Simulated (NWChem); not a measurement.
C4H8; SMILES C/C=C\C

Q: Give the equilibrium geometry at B3LYP/6-31G* (spherical d) (NWChem) as a Z-matrix, with the point group.

A: point group C2v; any orientation.
```
C
C 1 1.3386
H 1 1.0907 2 117.30
H 2 1.0907 1 117.30 3 0.00
C 1 1.5037 3 114.78 2 180.00
H 5 1.0935 1 112.94 3 180.00
H 5 1.0987 6 107.73 1 -122.75
H 5 1.0987 6 107.73 7 -114.51
C 2 1.5037 4 114.78 1 180.00
H 9 1.0935 2 112.94 4 180.00
H 9 1.0987 10 107.73 6 122.75
H 9 1.0987 10 107.73 11 114.51
```
